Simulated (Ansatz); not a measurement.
Cartesian coordinates (Å):
SMILES: CC[Si](CC)(CC)CC
```xyz
29

C     -0.7729    -1.7814    -2.1491
C      0.1025    -0.5680    -1.8073
Si     0.0000     0.0000     0.0000
C     -1.8053     0.3648     0.4554
C     -2.5005     1.3908    -0.4499
C      1.0349     1.5744     0.2235
C      2.5396     1.3926    -0.0177
C      0.6679    -1.3712     1.1284
C      0.7337    -1.0020     2.6167
H     -1.8399    -1.5747    -1.9644
H     -0.6768    -2.0780    -3.2067
H     -0.5045    -2.6596    -1.5391
H     -0.1685     0.2879    -2.4517
H      1.1601    -0.7878    -2.0390
H     -1.8324     0.7076     1.5053
H     -2.3618    -0.5898     0.4427
H     -1.9810     2.3630    -0.4343
H     -3.5439     1.5744    -0.1444
H     -2.5228     1.0541    -1.4994
H      0.8588     1.9584     1.2446
H      0.6341     2.3483    -0.4554
H      2.7461     1.0361    -1.0402
H      2.9735     0.6530     0.6752
H      3.0985     2.3333     0.1182
H      0.0381    -2.2681     0.9891
H      1.6715    -1.6565     0.7643
H      1.1222    -1.8297     3.2329
H     -0.2606    -0.7395     3.0136
H      1.3892    -0.1324     2.7886
```
Charge 0, spin multiplicity 1.

These are Ansatz (a quantum-chemistry and plane-wave program) with frozen-core CCSD(T)/cc-pVDZ // B3LYP-D3(BJ)/def2-SVP values and carry that method's errors.

```json
{
  "HF energy": "-603.56353 Ha",
  "MP2 correlation energy": "-1.27295 Ha"
}
```

Task: Estimate the CCSD correlation energy, the (T) correction, the total energy and the T1 diagnostic.

Result: 
| Quantity | Value |
|---|---|
| CCSD correlation energy | -1.40199 Ha |
| (T) correction | -0.04246 Ha |
| CCSD(T) total energy | -605.00798 Ha |
| T1 diagnostic | 0.008 |
